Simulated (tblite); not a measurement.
A tight-binding relaxation on `O=C(Br)c1ccccc1[SiH3]`.

Computed with GFN2-xTB geometry optimisation, gas phase (tblite 0.8.0). Start geometry: from a force field or distance geometry. A driver script takes a list of jobs; this job's settings line and coordinates (Å) are shown.

Command:
```bash
OMP_NUM_THREADS=1 python probes_run.py task.json out
```

Input:
```
{"job": {"kind": "relax", "xc": "GFN2-xTB", "basis": "xTB"}, "charge": 0, "multiplicity": 1}
O      1.606200     2.283900     0.383000
C      0.349200     2.125500     0.268100
Br    -0.859200     3.602700     0.377000
C     -0.264200     0.818500     0.067700
C     -1.649500     0.669700    -0.028800
C     -2.238300    -0.565600    -0.229300
C     -1.427700    -1.682900    -0.310900
C     -0.050100    -1.578500    -0.195700
C      0.509100    -0.334200    -0.008200
Si     2.333500    -0.254800     0.130900
H     -2.301300     1.553200     0.024400
H     -3.331900    -0.658100    -0.311500
H     -1.848400    -2.681000    -0.446700
H      0.580300    -2.466600    -0.266100
H      2.956900     0.319700    -1.100100
H      2.747100     0.488500     1.345800
H      2.881200    -1.627900     0.290600
```

Question: Estimate the output.

Answer: 
```
step      E/eV     max force
  0    -772.98335    4.837
  1    -773.20648    5.126
  2    -773.35563    1.007
  3    -773.38844    0.614
  4    -773.41497    0.351
  5    -773.42154    0.289
  6    -773.42983    0.202
  7    -773.43498    0.181
  8    -773.43935    0.171
  9    -773.44281    0.197
... (56 lines left out)
 66    -773.47348    0.013
 67    -773.47351    0.012
 68    -773.47354    0.015
 69    -773.47357    0.015
 70    -773.47359    0.013
 71    -773.47362    0.013
 72    -773.47365    0.016
 73    -773.47368    0.015
 74    -773.47371    0.012
 75    -773.47373    0.007
```

«max force» is the largest atomic force in eV/Å.

Question: From which step on does the largest force stay under 0.1 eV/Å, and how much energy is left to gain from there?

Answer: From step 15 (0.076 eV/Å), 11.7 meV above the end.

In short: energy lowered by 11.3 kcal/mol over 75 steps; largest atomic force 0.007 eV/Å at the end.

On Arm Neoverse V2, one thread, shared host, this took 0.58 s of wall time.
Labels such as C1 count atoms from 1, the log's own numbers from 0.
